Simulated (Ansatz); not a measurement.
Reaction (ligand exchange at the Si–S bond): `CO[Si](F)(F)S[Si](Cl)(Cl)OC` + H₂S → `CO[Si](F)(F)S` + `CO[Si](S)(Cl)Cl`

Program: Ansatz. Geometries: PBE0-D4/def2-TZVP. ΔE: electronic, gas phase. CBS: MP2 limit from def2 TZ/QZ plus the TZ coupled-cluster correction, frozen cores. This one scheme is used for every species. Functionals use def2-TZVPP. B3LYP here is the variant with VWN-RPA as its local correlation; programs differ in this. Each species was taken in one conformer, which may not be the lowest.

```csv
level,ΔE (kJ/mol),difference from CCSD(T)/CBS
PBE-D4,8.8,1.2
r2SCAN-D4,8.1,0.5
PBE0-D4,9.3,1.7
B3LYP-D4,12.6,5.0
ωB97X-V,8.1,0.5
ωB97M-V,8.9,1.3
B2PLYP,2.8,-4.8
PBE,-0.4,-8.0
r2SCAN,4.7,-2.9
PBE0,0.6,-7.0
B3LYP,-1.4,-9.0
HF/def2-TZVPP,0.2,-7.4
MP2/def2-TZVPP,9.0,1.4
SCS-MP2/def2-TZVPP,7.2,-0.4
CCSD/def2-TZVPP,6.2,-1.4
CCSD(T)/def2-TZVPP,7.8,0.2
HF/def2-QZVPP,0.1,-7.5
MP2/def2-QZVPP,8.9,1.3
SCS-MP2/def2-QZVPP,6.9,-0.7
HF/CBS(def2),0.1,-7.5
MP2/CBS(def2),8.8,1.2
CCSD/CBS(def2),5.9,-1.7
CCSD(T)/CBS,7.6,0
```

Largest T1 diagnostic among the species: 0.012.

In def2-TZVPP, CCSD(T) changes the Hartree–Fock value by +7.6 kJ/mol (the triples alone add +1.6 kJ/mol) and MP2 by +8.8 kJ/mol. The D4 term adds +14.0 kJ/mol with B3LYP and +8.7 kJ/mol with PBE0; it sums over pairs of atoms, weighted by their polarisabilities, and B3LYP, whose exchange is more repulsive, gets the larger term.
